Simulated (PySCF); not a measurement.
Species: C5H10O2Si.
Structure used (GFN2-xTB), in Å, numbered top down from 1:
```xyz
18
C5H10O2Si angstrom
C      2.5372   -1.3450    0.9469
C      2.5147   -0.7096   -0.4442
C      1.2110   -0.1495   -0.7434
C      0.1229    0.3153   -0.9723
Si    -1.5781    0.9829   -1.2916
O     -1.5679    2.4754   -1.9210
O     -2.3745    1.1392    0.1254
C     -2.6100    0.1452    1.0702
H      1.7931   -2.1360    1.0134
H      3.5174   -1.7708    1.1502
H      2.3162   -0.6006    1.7088
H      2.7572   -1.4630   -1.1999
H      3.2644    0.0851   -0.5044
H     -2.2795    0.1513   -2.2621
H     -1.6003    3.2328   -1.3426
H     -3.2972   -0.6081    0.6760
H     -1.6787   -0.3508    1.3565
H     -3.0566    0.6123    1.9492
```

The calculation used TDDFT CAM-B3LYP/def2-SVPD, vertical, gas phase, core orbitals frozen in the response in PySCF.

Excitation energies and transition dipoles (atomic units, axes of the coordinates) of those of the lowest 8 singlets that add 0.02 au or more to the mean polarisability:

```
state  ΔE (hartree)      μx      μy      μz
   S2        0.2301  -0.091   0.017  -0.087
   S4        0.2729   0.031   0.232   0.207
   S5        0.2743   0.153  -0.192   0.177
   S6        0.2753  -0.138   0.338  -0.368
   S7        0.2836   0.013   0.034  -0.091
   S8        0.2945   1.229  -0.429   0.142
```

**Question.** What does each state add to αxx, αyy and αzz, and how do the sums compare with the full static tensor?

**Answer.** Each state adds 2 μα² / ΔE.

| state | αxx (au) | αyy (au) | αzz (au) |
| --- | --- | --- | --- |
| S2 | 0.07 | 0.00 | 0.07 |
| S4 | 0.01 | 0.39 | 0.31 |
| S5 | 0.17 | 0.27 | 0.23 |
| S6 | 0.14 | 0.83 | 0.98 |
| S7 | 0.00 | 0.01 | 0.06 |
| S8 | 10.26 | 1.25 | 0.14 |
| all 8 states | 10.7 | 2.8 | 1.8 |
| full response | 108.9 | 81.9 | 82.9 |
| share (%) | 10 | 3 | 2 |

The rest comes from the higher roots of the same response equations.

**Question.** Give the full tensor and its principal values.

**Answer.** In au, rows and columns x, y, z:
```
x   108.9 -14.3   5.1
y   -14.3  81.9  -7.4
z     5.1  -7.4  82.9
```
Principal values 73.1, 83.9 and 116.8 au; mean 91.3 au (13.52 Å³).

**Question.** By how much does the contribution of these states grow at 1064 nm?

**Answer.** With ω = 0.0428 hartree each state's term in the mean polarisability goes from f / ΔE² to f / (ΔE² − ω²), f = (2/3) ΔE |μ|²; the sum over all 8 states goes from 5.07 to 5.18 au, a rise of 0.11 au.

One conformer stands for the species.
